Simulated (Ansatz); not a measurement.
Coupled-cluster run, C2H9AsSi (`[SiH3]CC[AsH2]`).

```yaml
crystal:
  periodic: [false, false, false]
  atoms:
    - {symbol: Si, position_ang: [-1.211953, 1.407677, -0.767855]}
    - {symbol: C, position_ang: [-0.310017, 0.206348, 0.365072]}
    - {symbol: C, position_ang: [0.731926, -0.625741, -0.366464]}
    - {symbol: As, position_ang: [1.747418, -1.927702, 0.727500]}
    - {symbol: H, position_ang: [-1.906718, 0.663028, -1.853929]}
    - {symbol: H, position_ang: [-2.220259, 2.201010, -0.013449]}
    - {symbol: H, position_ang: [-0.240857, 2.345131, -1.396280]}
    - {symbol: H, position_ang: [-1.050470, -0.443788, 0.842789]}
    - {symbol: H, position_ang: [0.157183, 0.776329, 1.175018]}
    - {symbol: H, position_ang: [1.485831, 0.010292, -0.839742]}
    - {symbol: H, position_ang: [0.277678, -1.210802, -1.171612]}
    - {symbol: H, position_ang: [0.523796, -2.483022, 1.448907]}
    - {symbol: H, position_ang: [2.036942, -0.953461, 1.864645]}
basis:
  gaussian: {orbitals: def2-TZVPP}
correlation: {method: ccsd_t}
```

```sh
$ ansatz run in.yaml --threads 4 --pin off --events-out ev --progress --plain --max-ram 10444MiB
```

The program prints (abridged):

```
Functional definition: HF
1613 factors; integrals over basis functions are off by at most 8.7e-4 eV
mean field evaluation 1: about -70858.6679 eV, gradient 3.1e1 eV
mean field evaluation 2: about -70858.8896 eV, gradient 3.1e1 eV
mean field evaluation 4: about -70862.0178 eV, gradient 4.3e0 eV
mean field evaluation 8: about -70862.0886 eV, gradient 2.5e-1 eV
mean field -70862.08884795 eV, -2604.1337331132 hartree, gradient 1.4e-6 eV, S^2 0.000000; 0 other end points of the search recorded, 0 dependent functions left out
16 core orbitals not correlated: weight in the atoms' cores, before any rotation towards them, 1.000 or more for the frozen orbitals, at most 0.000 for the correlated occupied ones
reference -70862.08884795 eV, -2604.1337331132 hartree; 18, 18 occupied and 244, 244 virtual orbitals, 1613 factors
second order -20.72732683 eV of doubles, -0.00000000 eV of singles
cycle   1  -21.48005240 eV  change   -7.5e-1 eV  update   1.0e-1
cycle   2  -22.13926746 eV  change   -6.6e-1 eV  update   3.1e-2
cycle   3  -22.20572247 eV  change   -6.6e-2 eV  update   1.2e-2
cycle   4  -22.20007302 eV  change    5.6e-3 eV  update   3.4e-3
cycle   5  -22.20000230 eV  change    7.1e-5 eV  update   1.2e-3
cycle   6  -22.19955556 eV  change    4.5e-4 eV  update   3.8e-4
cycle   7  -22.19948440 eV  change    7.1e-5 eV  update   1.3e-4
cycle   8  -22.19952241 eV  change   -3.8e-5 eV  update   4.5e-5
perturbative correction -0.83762747 eV, -0.0307822418 hartree
Total energy: -70885.12599783 eV, -2604.9803327561 hartree
```

Hardware: 4 threads of an Arm Neoverse V1 on a shared host. Wall time 5.3 min, peak host memory 7.6 GiB.

The correlation energy is -23.037 eV, 3.6 % of it from (T); the T1 diagnostic reads 0.0108.
